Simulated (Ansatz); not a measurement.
Reaction (substitution at a C–O bond): `C[O][Zr]([CH3])([I])[I]` + `[NH2][In]([NH2])[OH]` → `C[O][In]([NH2])[NH2]` + `[CH3][Zr]([OH])([I])[I]`

Calculated with Ansatz (gas phase, PBE0-D4/def2-TZVP geometries, no zero-point term in ΔE). CCSD(T)/CBS adds triple-zeta CCSD(T) − MP2 to the extrapolated MP2 energy (def2 sets, frozen cores). Functionals use def2-TZVPP. B3LYP here is the variant with VWN-RPA as its local correlation; programs differ in this. HSE06 is defined as in plane-wave codes. Elements past krypton have def2 core potentials. For I, In, Zr outer-core shells are correlated without core-valence functions, which leaves a few kJ/mol of doubt a bond. Each species was taken in one conformer, which may not be the lowest.

`C[O][Zr]([CH3])([I])[I]`:

```xyz
12

C    -2.115    0.959   -0.567
O    -1.030    0.164   -0.195
Zr    0.306   -1.037    0.327
C     2.137    0.163    0.264
I    -0.058   -1.834    2.909
I     0.581   -3.040   -1.503
H    -1.777    1.981   -0.759
H    -2.859    0.975    0.234
H    -2.576    0.560   -1.474
H     2.074    1.013    0.952
H     2.996   -0.454    0.557
H     2.320    0.549   -0.745
```

`[NH2][In]([NH2])[OH]`:

```xyz
9

N     1.376   -0.938    0.871
In   -0.175    0.087    0.075
N    -0.893   -0.072   -1.800
O    -1.356    1.118    1.300
H     2.117   -1.193    0.233
H     1.792   -0.528    1.695
H    -0.214   -0.177   -2.539
H    -1.547    0.654   -2.059
H    -1.101    1.050    2.223
```

`C[O][In]([NH2])[NH2]`:

Cartesian coordinates in Å:
```
C 0.138 -2.197 -0.008
O -0.814 -1.171 -0.001
In -0.283 0.747 -0.029
N 1.694 1.114 -0.212
N -1.830 2.018 -0.233
H 0.810 -2.155 -0.878
H 0.767 -2.204 0.895
H -0.381 -3.162 -0.046
H 2.022 2.017 0.100
H 2.299 0.401 0.172
H -1.708 2.943 0.153
H -2.714 1.647 0.088
```

`[CH3][Zr]([OH])([I])[I]`:

```xyz
9

C     0.201   -1.109    0.874
Zr    0.063    0.768   -0.236
O    -0.900    0.324   -1.793
I    -1.294    2.511    1.352
I     2.615    1.534   -0.787
H     0.752   -0.953    1.809
H     0.725   -1.871    0.286
H    -0.796   -1.490    1.120
H    -1.365    0.287   -2.625
```

```tsv
level	ΔE (kJ/mol)	difference from CCSD(T)/CBS
LDA (SPW92)	22.2	-2.1
PBE-D4	23.6	-0.7
revPBE-D4	23.2	-1.1
BLYP-D4	24.0	-0.3
r2SCAN-D4	22.5	-1.8
B97M-V	22.0	-2.3
PBE0-D4	23.2	-1.1
B3LYP-D4	23.7	-0.6
r2SCANh-D4	22.5	-1.8
r2SCAN0-D4	22.3	-2.0
HSE06-D4	23.3	-1.0
CAM-B3LYP-D4	23.3	-1.0
ωB97X-V	21.9	-2.4
ωB97M-V	21.6	-2.7
B2PLYP	26.5	2.2
PBE-QIDH	25.5	1.2
PBE	23.9	-0.4
revPBE	25.0	0.7
BLYP	25.2	0.9
r2SCAN	22.3	-2.0
PBE0	23.3	-1.0
B3LYP	24.4	0.1
r2SCANh	22.2	-2.1
r2SCAN0	22.0	-2.3
BHLYP	23.3	-1.0
CAM-B3LYP	23.3	-1.0
LC-ωPBE	22.3	-2.0
MP2/def2-SVP	23.9	-0.4
CCSD/def2-SVP	20.6	-3.7
CCSD(T)/def2-SVP	21.6	-2.7
HF/def2-TZVPP	22.7	-1.6
MP2/def2-TZVPP	28.9	4.6
SCS-MP2/def2-TZVPP	28.1	3.8
CCSD(T)/def2-TZVPP	26.3	2.0
HF/def2-QZVPP	22.8	-1.5
MP2/def2-QZVPP	27.9	3.6
SCS-MP2/def2-QZVPP	27.1	2.8
HF/CBS(def2)	22.9	-1.4
MP2/CBS(def2)	27.0	2.7
CCSD/CBS(def2)	23.2	-1.1
CCSD(T)/CBS	24.3	0
```

Largest T1 diagnostic among the species: 0.015.

In def2-TZVPP, CCSD(T) changes the Hartree–Fock value by +3.6 kJ/mol (the triples alone add +1.2 kJ/mol) and MP2 by +6.2 kJ/mol. Leaving LDA and LC-ωPBE aside and taking each functional with its dispersion term where it has one, the values spread over 4.8 kJ/mol, from ωB97M-V to B2PLYP.
